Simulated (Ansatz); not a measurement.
Cl₃NbO (`[O]=[Nb]([Cl])([Cl])[Cl]`). Total charge 0; spin multiplicity 1. Nb takes the def2 core potential. All single points use the PBE0-D4/def2-TZVP geometry.

```xyz
5

O    -0.381    1.204   -1.219
Nb   -0.017    0.055   -0.055
Cl    0.422   -1.900   -1.127
Cl    1.801    0.787    1.095
Cl   -1.825   -0.145    1.307
```

Problem. What is the dipole moment at PBE/def2-TZVPP? (An estimate is asked.)

Solution. Computed: 1.05 D, with components (0.23, -0.72, 0.73) D in this frame, pointing from negative to positive charge.

Problem. And with r2SCAN, B3LYP, ωB97M-V? (Estimate.)

Solution. The calculation gave: r2SCAN 1.08 D, B3LYP 1.15 D, ωB97M-V 1.08 D.

Problem. Give the Mulliken charges with PBE, r2SCAN, B3LYP in def2-TZVPP. (An estimate is asked.)

Solution. Computed: 
| atom | PBE | r2SCAN | B3LYP |
| --- | --- | --- | --- |
| O1 | -0.39 | -0.44 | -0.45 |
| Nb2 | 1.13 | 1.26 | 1.25 |
| Cl3 | -0.25 | -0.27 | -0.27 |
| Cl4 | -0.25 | -0.27 | -0.27 |
| Cl5 | -0.25 | -0.27 | -0.27 |

B3LYP here is the variant with VWN-RPA as its local correlation; programs differ in this.
